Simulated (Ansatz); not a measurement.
Cartesian coordinates in Å:
```
B 1.3723 1.0366 -0.8305
C 0.7135 -0.2493 -0.2703
C -0.6047 0.4175 0.1786
Sb -2.0457 -0.9226 1.1109
H 1.9859 1.7679 -0.1055
H 1.1578 1.3860 -1.9569
H 1.2094 -0.6975 0.5918
H 0.4984 -1.0285 -1.0029
H -1.1413 0.8717 -0.6600
H -0.4351 1.2075 0.9168
H -0.8670 -1.6571 2.1096
H -1.8435 -2.1323 -0.0816
```

The species carries charge 0 and has multiplicity 1. Sb: def2 effective core potential.

Problem. List the PBE/def2-TZVPP orbital energies in eV (Ansatz). (Best estimate.)

Solution. Computed: Occupied: -269.69, -268.61, -176.83, -149.53, -102.43, -102.42, -102.29, -32.80, -32.80, -32.68, -32.68, -32.62, -19.16, -15.49, -13.83, -11.77, -11.40, -9.62, -9.03, -8.62, -8.17, -7.51, -7.35, -6.01. Lowest empty: -2.35, -0.78, -0.76, 0.25, 0.90, 1.25, 1.29, 2.11.
